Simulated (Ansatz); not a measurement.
Consider the hydrogenolysis of a P–Si bond: `OP([SiH3])S` + H₂ → `OPS` + SiH₄.

Calculated with Ansatz (gas phase, PBE0-D4/def2-TZVP geometries, no zero-point term in ΔE). CCSD(T)/CBS is the MP2 limit (def2-TZVPP, def2-QZVPP) plus CCSD(T) − MP2 in def2-TZVPP, frozen cores. This one scheme is used for every species. DFT in def2-TZVPP. HSE06 is defined as in plane-wave codes. Each species was taken in one conformer, which may not be the lowest.

```tsv
level	ΔE (kJ/mol)
HSE06	-11.7
SCS-MP2/def2-QZVPP	-17.4
```

Task: What does CCSD(T)/CBS give? (Best estimate.)

Result: The calculation gave: -11.1 kJ/mol. The listed levels differ from it by -0.6, -6.3 kJ/mol.

Largest T1 diagnostic among the species: 0.014.

The D4 term adds +14.3 kJ/mol with B3LYP and +7.7 kJ/mol with PBE0; it sums over pairs of atoms, weighted by their polarisabilities, and B3LYP, whose exchange is more repulsive, gets the larger term. From BLYP to BHLYP (50 % exact exchange), in def2-TZVPP and without D4, ΔE moves by −8.8 kJ/mol. At CCSD(T), def2-SVP lies −18.0 kJ/mol from the extrapolated value and def2-TZVPP −5.1 kJ/mol.

B3LYP here is the variant with VWN-RPA as its local correlation; programs differ in this.
